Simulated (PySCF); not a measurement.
Compound: C5H5NO.
Bonds: C1–N2 (double), N2–C3, C3–C4 (aromatic), C4–C5 (aromatic), C5–O6 (aromatic), O6–C7 (aromatic), C3–C7 (aromatic). Hydrogens: H8, H9 on C1; H10 on C4; H11 on C5; H12 on C7.

The same species was optimised twice, with GFN2-xTB and with PBE0-D3(BJ)/def2-SVP (PySCF), and the same property calculations (PySCF, gas phase) were run on both structures.

```
     coordinate  GFN2-xTB  PBE0-D3(BJ)/def2-SVP  change
      N2–C3 (Å)     1.376                 1.388  +0.012
      C1=N2 (Å)     1.257                 1.267  +0.010
      C3–C4 (Å)     1.427                 1.436  +0.009
      O6–C7 (Å)     1.342                 1.347  +0.005
      C5–O6 (Å)     1.345                 1.349  +0.004
      C4–C5 (Å)     1.357                 1.360  +0.003
      C3–C7 (Å)     1.374                 1.374   0.000
   C1–N2–C3 (°)     122.5                 119.9    -2.6
   N2–C3–C7 (°)     129.9                 129.1    -0.8
   N2–C3–C4 (°)     124.5                 125.1    +0.6
   C5–O6–C7 (°)     107.3                 107.8    +0.5
   C3–C7–O6 (°)     110.4                 110.1    -0.3
   C4–C5–O6 (°)     111.0                 110.7    -0.3
   C4–C3–C7 (°)     105.5                 105.7    +0.2
   C3–C4–C5 (°)     105.8                 105.8     0.0
C1–N2–C3–C4 (°)      -149                  -143      +6
```

Rotational constants: A = 8274, B = 2090, C = 1694 MHz (GFN2-xTB) against A = 8094, B = 2091, C = 1700 MHz (PBE0-D3(BJ)/def2-SVP). Point groups within 0.08 Å: C1 and C1.

On the GFN2-xTB structure: lowest triplet, Tamm–Dancoff (eV) 3.28 [CAM-B3LYP/def2-SVPD]; isotropic polarisability (au) 67.8 [CAM-B3LYP/def2-SVPD]; HOMO (eV) -7.82 [CAM-B3LYP/def2-SVPD]; LUMO (eV) 0.02 [CAM-B3LYP/def2-SVPD]; dipole (D) 1.17 [CAM-B3LYP/def2-SVPD]; HOMO (eV) -6.54 [PBE0/pcSseg-1]; LUMO (eV) -1.01 [PBE0/pcSseg-1]; dipole (D) 1.17 [PBE0/pcSseg-1]; GIAO shielding of C1 (ppm) 33.8 [PBE0/pcSseg-1]; GIAO shielding of N2 (ppm) -118.9 [PBE0/pcSseg-1]; GIAO shielding of C3 (ppm) 38.6 [PBE0/pcSseg-1]; GIAO shielding of C4 (ppm) 68.1 [PBE0/pcSseg-1]; GIAO shielding of C5 (ppm) 38.7 [PBE0/pcSseg-1]; GIAO shielding of O6 (ppm) 49.6 [PBE0/pcSseg-1]; GIAO shielding of C7 (ppm) 56.6 [PBE0/pcSseg-1].

Problem. What do these properties become on the PBE0-D3(BJ)/def2-SVP structure?

Solution. 
| property | level | on GFN2-xTB | on PBE0-D3(BJ)/def2-SVP | change |
| --- | --- | --- | --- | --- |
| lowest triplet, Tamm–Dancoff (eV) | CAM-B3LYP/def2-SVPD | 3.28 | 3.34 | +0.06 |
| isotropic polarisability (au) | CAM-B3LYP/def2-SVPD | 67.8 | 68.3 | +0.5 |
| HOMO (eV) | CAM-B3LYP/def2-SVPD | -7.82 | -7.84 | -0.02 |
| LUMO (eV) | CAM-B3LYP/def2-SVPD | 0.02 | 0.04 | +0.02 |
| dipole (D) | CAM-B3LYP/def2-SVPD | 1.17 | 1.23 | +0.06 |
| energy, GFN2-xTB geometry as zero (kcal/mol) | CAM-B3LYP/def2-SVPD | 0.0 | -1.0 | -1.0 |
| HOMO (eV) | PBE0/pcSseg-1 | -6.54 | -6.57 | -0.03 |
| LUMO (eV) | PBE0/pcSseg-1 | -1.01 | -1.00 | +0.01 |
| dipole (D) | PBE0/pcSseg-1 | 1.17 | 1.24 | +0.07 |
| energy, GFN2-xTB geometry as zero (kcal/mol) | PBE0/pcSseg-1 | 0.0 | -0.7 | -0.7 |
| GIAO shielding of C1 (ppm) | PBE0/pcSseg-1 | 33.8 | 28.5 | -5.3 |
| GIAO shielding of N2 (ppm) | PBE0/pcSseg-1 | -118.9 | -126.1 | -7.2 |
| GIAO shielding of C3 (ppm) | PBE0/pcSseg-1 | 38.6 | 35.4 | -3.2 |
| GIAO shielding of C4 (ppm) | PBE0/pcSseg-1 | 68.1 | 68.2 | +0.1 |
| GIAO shielding of C5 (ppm) | PBE0/pcSseg-1 | 38.7 | 37.3 | -1.4 |
| GIAO shielding of O6 (ppm) | PBE0/pcSseg-1 | 49.6 | 45.5 | -4.1 |
| GIAO shielding of C7 (ppm) | PBE0/pcSseg-1 | 56.6 | 55.5 | -1.1 |

The heavy atoms differ by 0.036 Å rms after alignment. Among bonds between heavy atoms N2–C3 changes most (+0.012 Å). Changes are differences of the printed values. Neither structure is proved a minimum here.

Conformer computed: `[CH2:1]=[N:2][c:3]1[cH:4][cH:5][o:6][cH:7]1`: C1–N2–C3–C4 -143°.
